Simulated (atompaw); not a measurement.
Pseudopotential generation for gold: PAW (atompaw), LDA (PW92), scalar-relativistic.

atompaw 4.2.0.5 input, output lines left out:

```
Au 79
LDA-PW scalarrelativistic loggrid 2001 logderivrange -11 5 401
6 6 5 4 0 0
6 0 0
6 1 0
0 0 0
c
c
c
c
v
v
c
c
c
v
v
c
c
v
v
3
2.20 1.65 2.20 1.20
n
n
y
2.7
n
y
-5.4
n
custom polynom vanderbiltortho sinc
bessel
1.50
2.20
1.35
2.20
2.20
2.20
0.70
0.70
```

Poles of the logarithmic derivatives, all-electron (AE) and pseudo (PS). s: poles at -8.6, 2.9 (AE) and -8.6, 2.8 (PS) Ry. p: poles at -4.9 (AE) and -4.9 (PS) Ry. d: poles at -0.4 (AE) and -0.4 (PS) Ry. f: poles at -6.6, 4.4 (AE) and -6.6 (PS) Ry. Test radius 2.21 bohr.

* Cutoffs needed: over 300 Ry and over 300 Ry (the cutoffs (Ry, on a coarse ladder) from which the occupation-weighted sum of valence levels, in a spherical-Bessel basis at the reference potential, stays within 10 and 1 mRy of its value at 400 Ry)
* Ghost test: no extra level below or beside the all-electron valence levels (s, p, d, f tested) (spherical-Bessel basis up to 400 Ry, 20 bohr box)
* Lowest eigenvalue of the overlap operator: 0.43 (s channel)
* Overlap eigenvalues printed by atompaw (projector basis): 0.299, 0.489, 2.29, 2.98, 22.4, 136, 180, 270
* Share of each valence orbital outside the PAW sphere: 5s 0 %, 6s 65 %, 5p 1 %, 6p 88 %, 5d 16 %, 4f 0 %
